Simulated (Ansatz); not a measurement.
Conformers of ClH5OSi2, SMILES `O[SiH2][SiH2]Cl`, each relaxed with PBE0-D4/def2-TZVP in Ansatz. CBS adds the triple-zeta coupled-cluster correction to the MP2 limit.

Not all of them had a frequency check.

Conformer A:

```xyz
9

O     1.496    0.718    1.000
Si    0.893   -0.262   -0.182
Si   -1.439   -0.117   -0.055
Cl   -2.043    1.794   -0.547
H     2.442    0.865    1.026
H     1.355    0.158   -1.536
H     1.311   -1.682    0.010
H    -1.949   -0.419    1.306
H    -2.065   -1.055   -1.023
```

Conformer B:

```xyz
9

O     1.460   -0.199    1.366
Si   -0.013    0.454    1.015
Si   -0.719   -0.377   -1.065
Cl    0.992   -0.311   -2.242
H     2.099   -0.224    0.651
H    -0.927    0.065    2.117
H     0.038    1.941    0.927
H    -1.170   -1.792   -1.034
H    -1.759    0.445   -1.734
```

Which is lowest in electronic energy at CCSD(T)/CBS (frozen core, def2 sets), and by how much? (Best estimate.)

Computed: B; A lies 3.2 kJ/mol higher.

Give the energies relative to B (kJ/mol) with PBE-D4/def2-TZVPP, r2SCAN-D4/def2-TZVPP, B3LYP-D4/def2-TZVPP, B2PLYP/def2-TZVPP, r2SCAN/def2-TZVPP, CCSD(T)/def2-TZVPP, CCSD/CBS(def2). (Best estimate.)

Computed: 
| level | A |
| --- | --- |
| PBE-D4/def2-TZVPP | 4.7 |
| r2SCAN-D4/def2-TZVPP | 4.3 |
| B3LYP-D4/def2-TZVPP | 3.3 |
| B2PLYP/def2-TZVPP | 2.5 |
| r2SCAN/def2-TZVPP | 4.2 |
| CCSD(T)/def2-TZVPP | 2.5 |
| CCSD/CBS(def2) | 2.5 |

B3LYP here is the variant with VWN-RPA as its local correlation; programs differ in this.
